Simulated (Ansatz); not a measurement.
C2H3NSi, SMILES `N#C[C][SiH3]` (excited singlet) (charge 0, multiplicity 1). This singlet is an excited state, 0.96 eV above the relaxed triplet at the level B3LYP/cc-pVTZ // PBE0-D3(BJ)/def2-TZVP (Ansatz, a program for electronic structure).

Cartesian coordinates (Å):
```xyz
7

N      2.7254    -0.9295     0.5459
C      1.7841    -0.4195     0.0492
C      0.7768     0.1897    -0.5947
Si    -0.9744     0.3129    -0.0430
H     -1.2509     0.1937     1.4124
H     -1.4769    -0.8900    -0.7727
H     -1.5842     1.5427    -0.5972
```
Charge 0, multiplicity 1.

Frozen-core energies in cc-pVDZ from Ansatz at a geometry from PBE0-D3(BJ)/def2-TZVP; the HF reference has <S^2> = 0.00 (restricted, and unstable towards unrestricted orbitals) and the T1 diagnostic is 0.022.

```tsv
level	energy (Ha)	difference from CCSDT(Q) (mHa)
HF	-420.72919	547.18
MP2	-421.20586	70.51
CCSD	-421.24854	27.82
CCSD(T)	-421.27166	4.71
CCSDT	-421.27355	2.82
CCSDT(Q)	-421.27637	0.00
```
